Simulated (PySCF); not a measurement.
Excitations are Tamm–Dancoff values on a coarser integration grid. The basis has no diffuse functions, so Rydberg states are missing or too high.

Z-matrix (Å, degrees):
```
B
I 1 2.1191
I 1 2.1191 2 119.98
I 1 2.1191 2 119.98 3 -179.87
```
Charge 0, spin multiplicity 1.

Q: Estimate the T1 excitation (TDA), S1–T1 gap (TDA), S1 excitation (TDA), LUMO and HOMO–LUMO gap that r2SCAN-D4/def2-TZVP in PySCF 2.14.0 returns for this input.

A: 
- T1 excitation (TDA): 3.33 eV
- S1–T1 gap (TDA): 0.18 eV
- S1 excitation (TDA): 3.51 eV
- LUMO: -3.10 eV
- HOMO–LUMO gap: 3.46 eV
